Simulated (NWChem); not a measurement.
CH3CdF; SMILES [Cd]([F])[CH3]

```xyz
6

Cd    -0.4818     0.2048     0.0002
F     -0.0523     2.0935     0.0003
C     -0.9437    -1.8244     0.0002
H     -0.0220    -2.4194    -0.0650
H     -1.5845    -2.0642    -0.8599
H     -1.4744    -2.0893     0.9255
```
Atoms are numbered in this order, from 1.

Level: PBE0/def2-SVP with def2 effective core potentials on Cd (NWChem), optimised geometry, unscaled harmonic frequencies. def2 effective core potentials on Cd; no spin-orbit coupling.

```tsv
frequency (cm⁻¹)	IR intensity (km/mol)
136	9.0
136	9.0
510	0.7
628	70.0
728	46.7
729	46.7
1190	0.7
1430	0.8
1430	0.8
3073	5.8
3190	1.1
3191	1.1
```

```json
{
  "zero_point_energy": "23.4 kcal/mol",
  "thermal correction to the enthalpy at 298.15 K (with zero-point energy)": "27.0 kcal/mol",
  "heat capacity Cv": "13.9 cal/(mol K)",
  "entropy at 298.15 K and 1 atm (symmetry number 3)": "68.7 cal/(mol K)"
}
```

Rigid rotor and harmonic oscillator.
